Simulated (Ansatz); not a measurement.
`COB(Cl)OC` + H₂S → `COB(S)Cl` + CH₃OH  (ligand exchange at a B–O bond)

Gas-phase electronic energies from Ansatz, PBE0-D4/def2-TZVP geometries. CCSD(T)/CBS is the MP2 limit (def2-TZVPP, def2-QZVPP) plus CCSD(T) − MP2 in def2-TZVPP, frozen cores. This one scheme is used for every species. Functionals use def2-TZVPP. B3LYP here is the variant with VWN-RPA as its local correlation; programs differ in this. Each species was taken in one conformer, which may not be the lowest.

Problem. Is it downhill or uphill in electronic energy at CCSD(T)/CBS, and by how much? (An estimate is asked.)

Solution. The calculation gave: Uphill: ΔE = +15.5 kcal/mol.

Problem. What do these levels give: PBE-D4, r2SCAN-D4, B3LYP-D4, B2PLYP, PBE, PBE0, B3LYP, HF/def2-TZVPP, MP2/def2-TZVPP, HF/def2-QZVPP, MP2/def2-QZVPP, MP2/CBS(def2)? (Best estimate.)

Solution. Computed: PBE-D4 13.1, r2SCAN-D4 15.1, B3LYP-D4 16.1, B2PLYP 16.0, PBE 13.0, PBE0 14.0, B3LYP 16.1, HF/def2-TZVPP 19.3, MP2/def2-TZVPP 15.0, HF/def2-QZVPP 19.5, MP2/def2-QZVPP 14.6, MP2/CBS(def2) 14.2 kcal/mol.

Largest T1 diagnostic among the species: 0.012.

In def2-TZVPP, CCSD(T) changes the Hartree–Fock value by −3.1 kcal/mol (the triples alone add −0.7 kcal/mol) and MP2 by −4.3 kcal/mol. From PBE to PBE0 (25 % exact exchange), in def2-TZVPP and without D4, ΔE moves by +1.0 kcal/mol.
